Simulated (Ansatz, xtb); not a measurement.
# C2H5FGe: which of two isomers lies lower

Structure X is `F/C=[CH]/[GeH3]`, a singlet and structure Y is `F/C=[CH]\[GeH3]`, a singlet. Both are isolated molecules in the gas phase, relaxed with PBE0-D3(BJ)/def2-SVP.

X (Å):

```yaml
atoms:
  - { symbol: C, position_ang: [-1.0363, 0.4749, 0.2817] }
  - { symbol: C, position_ang: [0.0376, -0.2398, 0.6061] }
  - { symbol: F, position_ang: [-0.9984, 1.7882, 0.0802] }
  - { symbol: Ge, position_ang: [-0.0580, -2.1479, 0.8908] }
  - { symbol: H, position_ang: [-2.0472, 0.0731, 0.1472] }
  - { symbol: H, position_ang: [0.9901, 0.2916, 0.7085] }
  - { symbol: H, position_ang: [0.3856, -2.4990, 2.3226] }
  - { symbol: H, position_ang: [-1.5148, -2.5974, 0.6772] }
  - { symbol: H, position_ang: [0.8600, -2.8845, -0.1015] }
```

Y (Å):

```yaml
atoms:
  - { symbol: C, position_ang: [-0.6539, 0.6825, 0.6705] }
  - { symbol: C, position_ang: [0.0670, -0.3371, 0.2178] }
  - { symbol: F, position_ang: [-1.6866, 0.5094, 1.4960] }
  - { symbol: Ge, position_ang: [-0.2990, -2.1810, 0.7038] }
  - { symbol: H, position_ang: [-0.4979, 1.7409, 0.4341] }
  - { symbol: H, position_ang: [0.8935, -0.0927, -0.4545] }
  - { symbol: H, position_ang: [0.7384, -3.0761, 0.0049] }
  - { symbol: H, position_ang: [-1.7113, -2.5878, 0.2499] }
  - { symbol: H, position_ang: [-0.1911, -2.3685, 2.2266] }
```

Estimate E(Y) − E(X) at the level CCSD(T)/def2-SVP + ΔMP2/def2-TZVPP.

Too close to call at this level: CCSD(T)/def2-SVP + ΔMP2/def2-TZVPP gives E(Y) − E(X) = +0.04 kcal/mol.

Level by level:

| level | geometry | E(Y) − E(X) (kcal/mol) | departure from the last row (kcal/mol) | job, with rough time for the two |
| --- | --- | --- | --- | --- |
| GFN2-xTB | GFN2-xTB | −0.60 | −0.63 | optimisation, 0.11 s |
| HF/STO-3G | GFN2-xTB | +0.81 | +0.77 | single point, 0.38 s |
| r2SCAN-D4/def2-SVP | GFN2-xTB | −0.18 | −0.21 | single point, 3.7 s |
| PBE0-D3(BJ)/def2-SVP | PBE0-D3(BJ)/def2-SVP | −0.41 | −0.44 | optimisation, 38 s |
| HF/def2-SVP | PBE0-D3(BJ)/def2-SVP | −0.39 | −0.42 | part of the CCSD(T) run |
| MP2/def2-SVP | PBE0-D3(BJ)/def2-SVP | −0.62 | −0.66 | part of the CCSD(T) run |
| CCSD(T)/def2-SVP | PBE0-D3(BJ)/def2-SVP | −0.72 | −0.76 | single point |
| CCSD(T)/def2-SVP + ΔMP2/def2-TZVPP | PBE0-D3(BJ)/def2-SVP | +0.04 |  | single point, 33 s |

As drawn, both hold the same kinds of bond in the same numbers.

The largest departure from CCSD(T)/def2-SVP + ΔMP2/def2-TZVPP is that of HF/STO-3G, 0.77 kcal/mol. The last row adds to CCSD(T) the change of the MP2 difference between the two basis sets, here +0.76 kcal/mol.

With harmonic frequencies from PBE0-D3(BJ)/def2-SVP (ideal gas, rigid rotor, one conformer each, 298.15 K, 1 atm): on the last row, ΔE + ΔZPE = +0.09 kcal/mol. A mode under 50 cm⁻¹ makes harmonic enthalpies and free energies unreliable, so none is given.

The correlated steps freeze 12 core orbitals; the filled d shell of Ge is correlated, in a basis made for valence electrons. Codes used: Ansatz 0.2.0, xtb 6.7.1; the last row on 2 threads of Arm Neoverse V1 on a shared host.
